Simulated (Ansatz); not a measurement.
CH$_{6}$IO (charge +1), singlet: a pair in one relaxed arrangement.

The input file, in.yaml:

```yaml
crystal:
  periodic: [false, false, false]
  atoms:
    - {symbol: O, position_ang: [-0.024386, -0.204067, -2.164652]}
    - {symbol: H, position_ang: [-0.002876, 0.377536, -1.241391]}
    - {symbol: H, position_ang: [0.774812, -0.082964, -2.704939]}
    - {symbol: H, position_ang: [-0.824383, -0.042813, -2.693180]}
    - {symbol: C, position_ang: [0.012548, -0.202361, 1.907887]}
    - {symbol: I, position_ang: [0.037007, 1.452625, 0.549166]}
    - {symbol: H, position_ang: [0.016594, 0.246994, 2.896672]}
    - {symbol: H, position_ang: [-0.899387, -0.760454, 1.723676]}
    - {symbol: H, position_ang: [0.909969, -0.784498, 1.726859]}
basis:
  gaussian: {orbitals: "def2-TZVPPD.json"}
total_charge: 1
hamiltonian: {xc: r2scan, dispersion: d4}
```

The basis file named in the input lies beside it (Basis Set Exchange, JSON).

Run by:

```bash
ansatz run in.yaml --threads 4 --pin off --events-out ev --progress --plain --max-ram 9574MiB
```

What Ansatz 0.2.0 printed:

```
Functional definition: r2SCAN
  name "r2SCAN"
  cite "Furness, Kaplan, Ning, Perdew & Sun, J. Phys. Chem. Lett. 11, 8208 (2020) doi:10.1021/acs.jpclett.0c02405"
  cite "Furness, Kaplan, Ning, Perdew & Sun, J. Phys. Chem. Lett. 11, 9248 (2020) doi:10.1021/acs.jpclett.0c03077"
  parent r2scan
  parameter k0 = 0.174
  parameter k1 = 0.065
  parameter a1 = 4.9479
  exchange = r2scan_x(k0 = k0, k1 = k1, a1 = a1)
  correlation = r2scan_c
1126 factors; their error is unknown
mean field evaluation 1: about -11259.5785 eV, gradient 9.9e1 eV
mean field evaluation 2: about -11228.0033 eV, gradient 1.5e2 eV
mean field evaluation 4: about -11278.0212 eV, gradient 8.9e0 eV
mean field evaluation 8: about -11278.1845 eV, gradient 2.1e-1 eV
mean field evaluation 16: about -11278.1511 eV, gradient 2.8e-4 eV
mean field -11278.15111827 eV, -414.4644089909 hartree, gradient 1.5e-5 eV, S^2 0.000000; 0 other end points of the search recorded, 0 dependent functions left out
reference -11278.15113217 eV, -414.4644095019 hartree; 22, 22 occupied and 216, 216 virtual orbitals, 1126 factors
Total energy: -11278.17752455 eV, -414.4653794038 hartree
```

The lines “mean field evaluation” count trial sets of orbitals through the whole run, from several starts and some on an approximate energy, so they need not fall steadily or lie above the final value.

The run took about 3 s on 4 CPU threads of an Intel Xeon Platinum 8259CL (shared host).
